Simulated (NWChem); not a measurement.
# Basis-set convergence for iminoborane (H$_{2}$BN)

```xyz
4

B      0.0000     0.0000    -0.7011
N      0.0000     0.0000     0.5488
H      0.0000     0.0000    -1.8910
H      0.0000     0.0000     1.5544
```
Charge 0, spin multiplicity 1.

Everything below was run with NWChem. Structure: optimised with PBE/def2-SVP, a minimum by its harmonic frequencies.

Quantity: LUMO energy at the level PBE0.

The Pople sets run with spherical d functions.

```tsv
basis	functions	LUMO energy (eV)
3-21G	22	1.69
cc-pVDZ	38	1.19
6-31+G*	40	0.36
def2-SVPD	56	0.61
6-311++G**	58	0.28
aug-pcseg-1	64	0.13
def2-TZVP	74	0.68
pcseg-2	88	0.56
cc-pVTZ	88	0.81
def2-QZVP	174	0.50
```

Smallest basis within 0.1 eV of def2-QZVP, the largest set run: pcseg-2, with 88 functions against 174 and about 10 % of the time. def2-QZVP isn't the basis-set limit itself, and a small set can land close by cancellation.

This LUMO lies above zero in the largest set, so its value hangs on the diffuse functions.
